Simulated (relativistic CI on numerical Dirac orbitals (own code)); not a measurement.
**Pt⁺: resonant inelastic scattering at the N6,7 edge**

Computed with this model: Dirac-Coulomb-Breit CI, KLI orbitals optimised for each configuration, model QED (radiative potential, 1s self-energy scaled to tabulated hydrogen-like ionisation energies), valence Slater integrals scaled by 0.7, Kramers-Heisenberg scattering through one core-hole configuration in a parametric crystal field; configurations [Xe] 4f14 5d9 → [Xe] 4f13 5d10; 10 K; core-hole width 0.18 eV; summed over polarisations. Incident energies are the highest absorption maxima for each field (at most a few, so the weaker spin-orbit partner edge can be absent), on the computed scale of the free ion. Intensities are in per cent of the strongest line above 0.02 eV; levels within 1 cm⁻¹ are merged; final levels count from the ground level, the first row holds all elastic scattering, lines under 0.4 are left out and each table stops after 24 rows. The scale of the Slater integrals is a model choice and moves the terms in proportion.

Field parameters in Wybourne normalisation: Oh B⁴₀ = 21Dq, B⁴₄ = √(5/14) B⁴₀. The field is a parameter set, without covalency.

S is read from ⟨S²⟩ = S(S + 1).

Oh, 10Dq = 4050 cm⁻¹:

```json
{"Final level (eV)": "0.000", "Degeneracy": "4", "Irrep": "Γ8", "S": "0.50", "67.6 eV": "340.4"}
{"Final level (eV)": "0.347", "Degeneracy": "2", "Irrep": "Γ7", "S": "0.50", "67.6 eV": "100.0"}
{"Final level (eV)": "1.357", "Degeneracy": "4", "Irrep": "Γ8", "S": "0.50", "67.6 eV": "12.0"}
```

Oh, 10Dq = 9100 cm⁻¹:

| Final level (eV) | Degeneracy | Irrep | S | 67.9 eV |
| --- | --- | --- | --- | --- |
| 0.000 | 4 | Γ8 | 0.50 | 314.0 |
| 0.870 | 2 | Γ7 | 0.50 | 100.0 |
| 1.776 | 4 | Γ8 | 0.50 | 38.3 |

For the first field the strongest loss at the lowest incident energy is the level at 0.35 eV (S = 0.50, against 0.50 in the thermal ground state).
